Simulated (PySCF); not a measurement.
CHCl2, SMILES Cl[CH]Cl, multiplicity 2.

Geometry: r2SCAN-D4/def2-TZVP. The isomer is the one that the SMILES or the coordinates give; other isomers of the formula were not compared.

Method: PBE/def2-TZVPD in PySCF.

Isolated molecule, no solvent.

total energy: -958.66658 hartree
point group: Cs
α spin, highest occupied and lowest empty level: -4.97 and -1.35 eV
β spin, highest occupied and lowest empty level: -7.93 and -3.32 eV
dipole moment: 0.84 D
quadrupole, principal values (traceless, Buckingham form, about the centre of nuclear charge): -1.91, -0.35, 2.26 D·Å
mean static polarisability: 44.4 bohr³ (6.58 Å³)
polarisability, principal values: 33.5, 39.5, 60.3 bohr³
⟨S²⟩: 0.753 (pure state 0.75)
